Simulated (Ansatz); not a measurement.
Frontier orbitals of GaH3OS2, SMILES `[OH][Ga]([SH])[SH]`.

```csv
atom,x (Å),y (Å),z (Å)
O1,1.433,0.020,0.480
Ga2,-0.277,-0.108,-0.002
S3,-1.432,-1.683,0.975
S4,-1.207,1.219,-1.485
H5,1.924,0.719,0.044
H6,-0.365,-2.075,1.693
H7,-0.075,1.908,-1.706
```

The species carries charge 0 and has multiplicity 1. Correlated methods include outer-core shells of Ga, which these sets cover unevenly. Scalar relativity is left out up to krypton. Geometry: relaxed with PBE0-D4/def2-TZVP. It is one conformer, not always the lowest. Basis def2-TZVPP, the Gaussian-basis code of Ansatz.

```
functional  HOMO (eV)  LUMO (eV)  gap (eV)
       PBE      -6.43      -1.78      4.65
      BLYP      -6.25      -1.74      4.51
      PBE0      -7.67      -0.87      6.80
 CAM-B3LYP      -8.96       0.05      9.01
   LC-ωPBE     -10.40       1.34     11.74
   ωB97M-V      -9.83       0.92     10.75
        HF     -10.43       2.32     12.75
```

Against PBE, PBE0 changes HOMO and LUMO by −1.23 and +0.91 eV, ωB97M-V by −3.40 and +2.70 eV. A gap of 4.66 eV thus becomes 10.76 eV for the same molecule, so an orbital gap means little without its functional. A positive LUMO is unbound and depends on the basis.

LC-ωPBE has ω = 0.4 bohr⁻¹.
